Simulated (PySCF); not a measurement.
Species: `C(C#CC(=O)OCC)#CC`. The columns A, B, C and D hold Mulliken, IAO, Hirshfeld and ESP-fitted charges (e) of one PBE0/pcSseg-1 density (PySCF), in a shuffled order. Coordinates in Å (GFN2-xTB); the density's dipole moment is (1.87, -1.60, -1.56) D.

```csv
atom,x,y,z,A,B,C,D
C1,5.364,-0.627,-0.338,-0.088,-0.575,-0.185,-0.438
C2,3.963,-0.323,-0.235,+0.006,+0.367,-0.246,+0.029
C3,2.785,-0.065,-0.153,-0.056,-0.569,+0.073,-0.077
C4,1.465,0.222,-0.079,-0.014,+0.566,+0.128,+0.008
C5,0.277,0.458,-0.047,-0.042,-0.668,-0.069,-0.069
C6,-1.114,0.796,0.045,+0.211,+0.991,+0.331,+0.507
O7,-1.587,1.507,0.896,-0.243,-0.536,-0.392,-0.444
O8,-1.803,0.226,-0.955,-0.098,-0.439,-0.463,-0.331
C9,-3.204,0.486,-0.997,+0.011,+0.264,+0.014,-0.059
C10,-3.975,-0.436,-0.061,-0.123,-0.264,-0.310,-0.434
H11,5.549,-1.250,-1.213,+0.068,+0.194,+0.159,+0.181
H12,5.697,-1.159,0.554,+0.070,+0.195,+0.160,+0.182
H13,5.938,0.296,-0.432,+0.070,+0.195,+0.160,+0.183
H14,-3.489,0.318,-2.037,+0.051,+0.035,+0.129,+0.156
H15,-3.381,1.533,-0.726,+0.041,+0.004,+0.131,+0.150
H16,-5.041,-0.262,-0.177,+0.051,+0.071,+0.120,+0.151
H17,-3.756,-1.475,-0.294,+0.043,+0.083,+0.123,+0.148
H18,-3.696,-0.238,0.971,+0.042,+0.085,+0.137,+0.157
```

Task: Which column most likely holds the ESP-fitted charges?

Result: B. Σ q r misses the density's dipole by 0.02 D (B), 0.18 D (D), 0.46 D (A), 2.80 D (C). Charges fitted to the outside potential are the only set here that is tied to the molecule's multipoles.

Task: And the Hirshfeld charges?

Result: A. The mean sizes are 0.074 e (A), 0.185 e (C), 0.206 e (D), 0.339 e (B), and Hirshfeld charges are commonly the smallest of these schemes.

As computed, A = Hirshfeld, B = ESP-fitted, C = Mulliken, D = IAO. Hydrogens on carbon: Hirshfeld +0.04 to +0.07, ESP-fitted 0.00 to +0.20, Mulliken +0.12 to +0.16, IAO +0.15 to +0.18 e.

The Hirshfeld scheme weights the molecular density at each point by an atom's share of the summed free-atom densities. The IAO scheme projects the occupied orbitals on a minimal set of polarised atomic orbitals and counts the electrons in each atom's part of it.

Isolated species at its GFN2-xTB geometry (one conformer only). GFN2-xTB frequencies show an imaginary mode (34i cm⁻¹), so this geometry is no minimum at that level.

Shape of the structure used: `[CH3:1][C:2]#[C:3][C:4]#[C:5][C:6](=[O:7])[O:8][CH2:9][CH3:10]`: C5–C6–O8–C9 -179°, C6–O8–C9–C10 -83°.
